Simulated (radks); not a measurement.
Values are calculated unless marked as measured or tabulated.
Task: Ionisation of neutral calcium, [Ar] 4s2, to Ca+, [Ar] 4s1, under several functionals. Dirac Kohn-Sham, spin-unpolarised, spherical densities, finite nucleus; a radial shooting solver on a logarithmic mesh with Libxc functionals. The NIST Atomic Spectra Database gives 6.113 eV (measured). Rank these functionals by the error of their Delta-SCF ionisation energy: Wu-Cohen GGA; revPBE; PBE; SOGGA; PBEsol.

Result: From best to worst: SOGGA 6.212 eV (+0.099); revPBE 6.251 eV (+0.138); Wu-Cohen GGA 6.296 eV (+0.182); PBEsol 6.305 eV (+0.192); PBE 6.309 eV (+0.196). Spin polarisation and multiplet splitting are left out, so open shells lie too high by an amount that depends on their filling.

Beside tabulated values, note that spin-unpolarised runs miss the spin-polarisation part of the exchange energy of open shells.
